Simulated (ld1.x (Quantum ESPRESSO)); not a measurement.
Reading a pseudo-wave (neodymium (Nd))

Columns: radius, all-electron u(r) and pseudo u(r) of the 4f shell (level -4.16 eV) of neodymium in the configuration [Xe] 4f3.5 5d0.5 6s2 6p0; PBE, scalar-relativistic, TM scheme, ld1.x (Quantum ESPRESSO) 7.5.

```tsv
r (bohr)	all-electron	pseudo
0.188	0.2417	0.0364
0.375	0.7287	0.3754
0.562	0.9578	0.9179
0.750	0.9644	1.1157
0.938	0.8756	0.9700
1.125	0.7633	0.7834
1.312	0.6543	0.6549
1.500	0.5559	0.5559
1.688	0.4706	0.4706
1.875	0.3983	0.3983
2.062	0.3373	0.3373
2.250	0.2860	0.2860
2.438	0.2432	0.2432
2.625	0.2078	0.2078
2.812	0.1782	0.1782
3.000	0.1533	0.1533
3.188	0.1325	0.1325
3.375	0.1150	0.1150
3.562	0.1002	0.1002
3.750	0.0875	0.0875
3.938	0.0767	0.0767
4.125	0.0673	0.0673
4.312	0.0592	0.0592
4.500	0.0522	0.0522
4.688	0.0460	0.0460
4.875	0.0406	0.0406
```

Q: How many radial nodes do the two functions have?

A: The all-electron 4f function has n − l − 1 = 0; the pseudo-wave has 0.

Q: At about which radius was the pseudo-wave matched?

A: 1.45 bohr, where the columns begin to agree (steps of 0.19 bohr).

Q: Where does each function peak?

A: Outermost all-electron maximum near 0.75 bohr, pseudo maximum near 0.75 bohr (to the table’s step).

Q: Is the pseudo-wave norm-conserving?

A: Yes: the TM scheme keeps the norm inside the radius equal to the all-electron one, which fixes the energy derivative of the logarithmic derivative at the level.
